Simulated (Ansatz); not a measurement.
Start from `F[Si]1([SiH3])C[SiH2]1` and change one atom or group to get `F[Si]1([AlH2])C[SiH2]1`.

Ansatz, PBE0-D4/def2-TZVP geometries, multiplicity 1. 

```tsv
property	`F[Si]1([SiH3])C[SiH2]1`
HOMO energy (ωB97M-V/def2-TZVPP) / eV	-8.46
size of the dipole moment (PBE/def2-TZVPP) / D	1.56
HOMO–LUMO gap (ωB97M-V/def2-TZVPP) / eV	9.09
HOMO energy (PBE/def2-TZVPP) / eV	-5.55
HOMO–LUMO gap (PBE0/def2-TZVPP) / eV	5.24
HOMO–LUMO gap (PBE/def2-TZVPP) / eV	3.47
```

(1) Give the same properties after the change, and the shifts. (An estimate is asked.)

## Answers

(1) Ansatz gave: 
```
                                      property  `F[Si]1([AlH2])C[SiH2]1`  shift
         HOMO energy (ωB97M-V/def2-TZVPP) / eV                     -8.75  -0.29
size of the dipole moment (PBE/def2-TZVPP) / D                      2.14   0.58
       HOMO–LUMO gap (ωB97M-V/def2-TZVPP) / eV                      8.18  -0.91
             HOMO energy (PBE/def2-TZVPP) / eV                     -6.01  -0.46
          HOMO–LUMO gap (PBE0/def2-TZVPP) / eV                      4.54  -0.70
           HOMO–LUMO gap (PBE/def2-TZVPP) / eV                      2.94  -0.53
```

With PBE0 the HOMO falls by 0.42 eV and the LUMO falls by 1.12 eV, so the gap narrows by about 0.70 eV. PBE moves the HOMO by -0.46 eV and ωB97M-V by -0.29 eV. Dipoles are sizes alone; their direction can turn.
